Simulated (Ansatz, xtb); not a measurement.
# Relative energy of two structures of C3H4BCl2N

We compare a, a singlet given by its coordinates, with b, `C=N/C=C\B(Cl)Cl`, a singlet. Both are isolated molecules in the gas phase, relaxed with r2SCAN-D4/def2-SVP; the shapes shown needn't be the lowest conformers.

a (Å):

| atom | x (Å) | y (Å) | z (Å) |
| --- | --- | --- | --- |
| C | 0.7657 | -0.5352 | -0.7978 |
| C | -1.9675 | -0.1267 | -0.5906 |
| C | -2.1051 | -1.5241 | -0.9614 |
| B | -0.4691 | 0.3965 | -0.5548 |
| Cl | 0.7816 | -1.1872 | 0.9124 |
| Cl | -0.2242 | 2.1006 | -0.1800 |
| N | -2.1673 | -2.6402 | -1.2828 |
| H | 1.7327 | -0.0509 | -0.9791 |
| H | 0.6092 | -1.3932 | -1.4658 |
| H | -2.5377 | 0.5028 | -1.2987 |
| H | -2.4342 | 0.0521 | 0.3948 |

Close contacts (Å): C1–B4 1.57, C1–Cl5 1.83, C2–C3 1.45, C2–B4 1.59, C3–N7 1.16, B4–Cl6 1.76, C1–H8 1.10, C1–H9 1.10, C2–H10 1.11, C2–H11 1.10.

b (Å):

| atom | x (Å) | y (Å) | z (Å) |
| --- | --- | --- | --- |
| C | -1.3210 | 0.8000 | 1.8091 |
| C | -1.6767 | -0.9129 | 0.2411 |
| C | -0.8475 | -0.9296 | -0.8460 |
| B | 0.5667 | -0.3791 | -1.0117 |
| Cl | 1.3178 | -0.4565 | -2.6136 |
| Cl | 1.5515 | 0.3139 | 0.2877 |
| N | -1.4209 | -0.4195 | 1.4859 |
| H | -1.0505 | 1.0645 | 2.8413 |
| H | -1.4913 | 1.6243 | 1.0905 |
| H | -2.6465 | -1.4308 | 0.1836 |
| H | -1.2630 | -1.4515 | -1.7157 |

Which of the two would you expect CCSD(T)/def2-SVP + ΔMP2/def2-TZVPP electronic energies to favour?

Too close to call at this level: CCSD(T)/def2-SVP + ΔMP2/def2-TZVPP gives E(b) − E(a) = −0.37 kcal/mol.

The same difference at several levels:

```tsv
level	geometry	E(b) − E(a) (kcal/mol)	departure from the last row (kcal/mol)	job, with rough time for the two
r2SCAN-D4/def2-SVP	r2SCAN-D4/def2-SVP	−10.28	−9.90	optimisation, 2.2 min
HF/def2-SVP	r2SCAN-D4/def2-SVP	−2.77	−2.40	part of the CCSD(T) run
MP2/def2-SVP	r2SCAN-D4/def2-SVP	−0.95	−0.58	part of the CCSD(T) run
CCSD(T)/def2-SVP	r2SCAN-D4/def2-SVP	−3.54	−3.17	single point
CCSD(T)/def2-SVP + ΔMP2/def2-TZVPP	r2SCAN-D4/def2-SVP	−0.37		single point, 79 s
```

The largest departure from CCSD(T)/def2-SVP + ΔMP2/def2-TZVPP is that of r2SCAN-D4/def2-SVP, 9.90 kcal/mol. Levels run at GFN2-xTB geometries aren't shown. The last row adds to CCSD(T) the change of the MP2 difference between the two basis sets, here +3.17 kcal/mol, a large step that makes the value less sure.

With thermal terms from frequencies at re-optimised GFN2-xTB minima (ideal gas, soft modes damped towards free rotors, one conformer each, 298.15 K, 1 atm): the zero-point term adds −0.09 kcal/mol; ΔH is −0.63 and ΔG +0.14 kcal/mol.

The correlated steps freeze 15 core orbitals. Codes used: Ansatz 0.2.0, xtb 6.7.1; the last row on 2 threads of Intel(R) Xeon(R) Processor @ 2.70GHz on a shared host.
